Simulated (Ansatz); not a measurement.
Isolated molecules relaxed with PBE0-D4/def2-TZVP in Ansatz; ΔE leaves out vibrations. CCSD(T)/CBS is the MP2 limit (def2-TZVPP, def2-QZVPP) plus CCSD(T) − MP2 in def2-TZVPP, frozen cores. This one scheme is used for every species. Functionals use def2-TZVPP. HSE06 is defined as in plane-wave codes. Elements past krypton have def2 core potentials. For Se, Zr outer-core shells are correlated without core-valence functions, which leaves a few kJ/mol of doubt a bond. Scalar relativity is left out up to krypton. One conformer a species, not always the lowest.

Consider the formal hydrolysis of a Zr–Se bond: `C[O][Zr]([SeH])([SeH])[O]C` + H₂O → `C[O][Zr]([OH])([SeH])[O]C` + H₂Se.

`C[O][Zr]([SeH])([SeH])[O]C`:

Cartesian coordinates in Å:
```
C 2.728 -0.965 0.191
O 1.604 -0.160 0.015
Zr -0.044 0.716 -0.294
Se -0.375 1.235 -2.823
Se 0.120 2.886 1.134
O -1.577 -0.292 0.170
C -2.600 -1.102 0.657
H 3.119 -1.284 -0.779
H 3.507 -0.406 0.718
H 2.476 -1.853 0.779
H 0.921 1.934 -2.833
H -1.240 3.253 0.705
H -3.005 -0.682 1.582
H -3.405 -1.168 -0.081
H -2.229 -2.111 0.860
```

H₂O:

Cartesian coordinates in Å:
```
O 0.323 -0.177 0.126
H -0.585 -0.460 0.253
H 0.262 0.637 -0.379
```

`C[O][Zr]([OH])([SeH])[O]C`:

```xyz
15

C    -0.109    2.726   -1.113
O    -0.306    1.619   -0.296
Zr   -0.340    0.042    0.772
O     0.557    0.258    2.456
Se   -2.899   -0.412    1.153
O     0.426   -1.428   -0.172
C     0.974   -2.491   -0.876
H    -1.066    3.216   -1.317
H     0.554    3.449   -0.628
H     0.337    2.427   -2.068
H     1.071    0.463    3.230
H    -2.572   -1.514    2.072
H     1.745   -2.991   -0.280
H     0.198   -3.223   -1.123
H     1.429   -2.142   -1.809
```

H₂Se:

Z-matrix (Å, degrees):
```
Se
H 1 1.467
H 1 1.467 2 91.2
```

```tsv
level	ΔE (kJ/mol)	difference from CCSD(T)/CBS
BLYP-D4	-20.6	-11.8
r2SCAN0-D4	-12.5	-3.7
PBE-QIDH	-7.9	0.9
PBE0	-13.4	-4.6
HSE06	-12.5	-3.7
LC-ωPBE	-29.3	-20.5
MP2/def2-SVP	-29.9	-21.1
CCSD(T)/def2-TZVPP	-10.4	-1.6
MP2/def2-QZVPP	-2.1	6.7
MP2/CBS(def2)	-1.2	7.6
CCSD(T)/CBS	-8.8	0
```

Largest T1 diagnostic among the species: 0.015.

The D4 term adds +6.6 kJ/mol with B3LYP and +3.9 kJ/mol with PBE0; it sums over pairs of atoms, weighted by their polarisabilities, and B3LYP, whose exchange is more repulsive, gets the larger term. In def2-TZVPP, CCSD(T) changes the Hartree–Fock value by +17.9 kJ/mol (the triples alone add +5.2 kJ/mol) and MP2 by +25.4 kJ/mol.

B3LYP here is the variant with VWN-RPA as its local correlation; programs differ in this.
